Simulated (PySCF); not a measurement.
An unknown is described by computed data only.

Elements present: C, H, O and S. Monoisotopic mass: 198.0715 u.

| Property | Result |
| --- | --- |
| Dipole | 5.03 D [PBE0/def2-SVPD] |
| Rotational structure | rotational constants A, B, C: 1.332, 0.513, 0.505 GHz [PBE0-D3(BJ)/def2-SVP] |
| 1H NMR | chemical shifts (computed TMS as zero) by class: 8.07 (2 H), 7.71 (1 H), 7.65 (2 H), 1.19 (9 H) ppm [GIAO PBE0/pcSseg-1] |
| NMR, other nuclei | isotropic shieldings of nuclei other than C and H, by class: 155 (2 O), 174 (1 S) ppm [GIAO PBE0/pcSseg-1] |
| 13C NMR | chemical shifts (computed TMS as zero) by class: 142.9 (1 C), 138.5 (1 C), 137.1 (2 C), 133.5 (2 C), 64.0 (1 C), 23.9 (3 C) ppm [GIAO PBE0/pcSseg-1] |
| Polarisability | 141.9 au [PBE0/def2-SVPD] |

Electronic properties: PySCF, gas phase, density fitting. Levels stand in brackets. The structure is a single PBE0-D3(BJ)/def2-SVP conformer in the gas phase; no vibrational or solvent corrections. NMR values are class means; diastereotopic atoms form classes of their own.

Question: Which formula fits the mass and the elements?

Answer: C10H14O2S (calculated 198.0715). No other formula that holds each of these elements comes within 0.0003 u with a fitting electron parity and a possible valence count.

Question: What is the compound? Reason from the data.

Answer: Numbering: `[CH3:1][C:2]([CH3:3])([CH3:4])[S:5](=[O:6])(=[O:7])[c:8]1[cH:9][cH:10][cH:11][cH:12][cH:13]1`. 10 carbons fall into 6 classes; from least to most shielded: substituted aromatic carbon [C8] (142.9 ppm), aromatic CH carbon [C11] (138.5 ppm), aromatic CH carbon [C9/C13] (137.1 ppm, 2 C), aromatic CH carbon [C10/C12] (133.5 ppm, 2 C), chain sp3 carbon bound to sulfur [C2] (64.0 ppm), methyl carbon [C1/C3/C4] (23.9 ppm, 3 C, up to 3.4 ppm apart in this geometry). Hydrogen classes from least to most shielded: 2 H on the ortho carbons, C9/C13 (8.07 ppm), 1 H on the para carbon, C11 (7.71 ppm), 2 H on the meta carbons, C10/C12 (7.65 ppm), 9 H on 3 methyl carbons, C1/C3/C4 (1.19 ppm, a mean of values up to 1.3 ppm apart in this geometry). The other shieldings belong to: 155 ppm, sulfonyl oxygen [O6/O7]; 174 ppm, sulfonyl sulfur [S5]. By its constants the optimised geometry is a nearly prolate symmetric top. Structure: `CC(C)(C)S(=O)(=O)C1=CC=CC=C1`. The assignments are read from this structure; whether some other isomer fits the data as well wasn't checked.

Conformer computed: `[CH3:1][C:2]([CH3:3])([CH3:4])[S:5](=[O:6])(=[O:7])[c:8]1[cH:9][cH:10][cH:11][cH:12][cH:13]1`: C1–C2–S5–O6 175°, C2–S5–C8–C9 -91°.
